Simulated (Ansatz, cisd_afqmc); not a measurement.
System: As2, charge 1, doublet. As2+ (parent SMILES [As]#[As], doublet).
B3LYP-D3(BJ)/def2-TZVP minimum from Ansatz (a quantum-chemistry and plane-wave program):
```
As
As 1 2.2054
```
Charge +1, spin multiplicity 2.

Total energies in cc-pVDZ, 9 correlated electrons, 28 frozen orbitals. Radicals and triplets start from unrestricted determinants; spin-orbit coupling is neglected. Correlated methods leave the cores frozen (noble-gas shells, and filled d and f shells in the p block). No relativity. The Monte Carlo rows (phaseless AFQMC, CISD trial, step 0.005/hartree) carry one-sigma bars that omit the constraint's bias. Outlying blocks are dropped, and bars are widened where a walk drifts. Over all cases where full CI ran beside it in this data, AFQMC minus full CI had a median of +0.1 mEh and passed +0.4 mEh in a tenth of the cases. The UHF reference of As2+ (parent SMILES [As]#[As], doublet) is spin-contaminated (<S^2> up to 0.58 over the pure value in the sets run). The spin of As2+ (parent SMILES [As]#[As], doublet) was assumed, and the state is the lowest solution found for it.

```csv
method,program,energy (Eh),minus CCSDTQ (mEh)
HF,Ansatz,-4468.04215,197.17
MP2,Ansatz,-4468.18172,57.60
CCSD,Ansatz,-4468.22541,13.91
CCSD(T),Ansatz,-4468.23554,3.78
CCSDT(Q),Ansatz,-4468.23935,-0.03
CCSDTQ,Ansatz,-4468.23932,0.00
AFQMC/CISD,cisd_afqmc,-4468.2354 ± 0.0004,4.0 ± 0.4
```

Rough core times of Ansatz's runs on a shared machine: CCSD(T) 40 s, CCSDT(Q) 90 s, CCSDTQ 9 min.
